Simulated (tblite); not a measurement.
Run record: tight-binding relaxation, `CC(=O)[C]1=CC=[CH][GeH2]1`.

Computed with GFN2-xTB geometry optimisation, gas phase (tblite 0.8.0). Start geometry: from a force field or distance geometry. The input is one job of a driver script: a line of settings, then coordinates in Å.

Input:
```
{"job": {"kind": "relax", "xc": "GFN2-xTB", "basis": "xTB"}, "charge": 0, "multiplicity": 1}
C      2.577200     0.655400    -0.157300
C      1.541600    -0.368100     0.071500
O      1.973200    -1.548400     0.357500
C      0.106300    -0.120300     0.013300
C     -0.559300     0.961600    -0.225200
C     -1.961600     0.910700    -0.225600
C     -2.535800    -0.221300     0.036000
Ge    -1.166600    -1.546000     0.354400
H      2.150900     1.464300    -0.748200
H      3.426500     0.177000    -0.680200
H      2.920500     1.005300     0.853100
H      0.010000     1.907000    -0.449900
H     -2.604500     1.816100    -0.423800
H     -3.597200    -0.430200     0.082800
H     -1.135800    -2.641000    -0.695900
H     -1.153000    -2.013100     1.826000
```

Output:
```
step      E/eV     max force
  0    -620.77126    4.413
  1    -621.09549    4.134
  2    -621.29184    1.237
  3    -621.31847    0.647
  4    -621.34079    0.452
  5    -621.36775    0.339
  6    -621.37741    0.277
  7    -621.38768    0.212
  8    -621.39199    0.190
  9    -621.39623    0.188
... (61 lines left out)
 71    -621.43153    0.021
 72    -621.43157    0.021
 73    -621.43161    0.014
 74    -621.43164    0.013
 75    -621.43167    0.015
 76    -621.43170    0.022
 77    -621.43173    0.023
 78    -621.43176    0.018
 79    -621.43179    0.014
 80    -621.43181    0.009
```

«max force» is the largest atomic force in eV/Å.

Problem. From which step on does the largest force stay under 0.1 eV/Å, and how much energy is left to gain from there?

Solution. From step 42 (0.073 eV/Å), 10.4 meV above the end.

In short: energy lowered by 15.2 kcal/mol over 80 steps; largest atomic force 0.009 eV/Å at the end.

Problem. Where do the atoms end?

Solution. 0.285 Å rms from the input after alignment:
```
atom  x, y, z in Å
C1     2.5507    0.6642   -0.1638
C2     1.5697   -0.4647    0.0236
O3     1.9181   -1.6186    0.1920
C4     0.1486   -0.1640    0.0129
C5    -0.4960    0.9970   -0.2066
C6    -1.9479    0.9594   -0.1521
C7    -2.5333   -0.2178    0.1102
Ge8   -1.1517   -1.5931    0.3435
H9     2.3830    1.1436   -1.1259
H10    3.5674    0.2828   -0.1196
H11    2.4054    1.4059    0.6190
H12   -0.0021    1.9351   -0.4208
H13   -2.4977    1.8754   -0.3245
H14   -3.6038   -0.3156    0.1678
H15   -1.2020   -2.6832   -0.6782
H16   -1.1160   -2.1975    1.7109
```

The run took 0.55 s of wall time on Intel Xeon Platinum 8375C at 2.90 GHz, one thread, shared host with 128 logical CPUs at a one-minute load of 24.
Labels such as C1 count atoms from 1, the log's own numbers from 0.
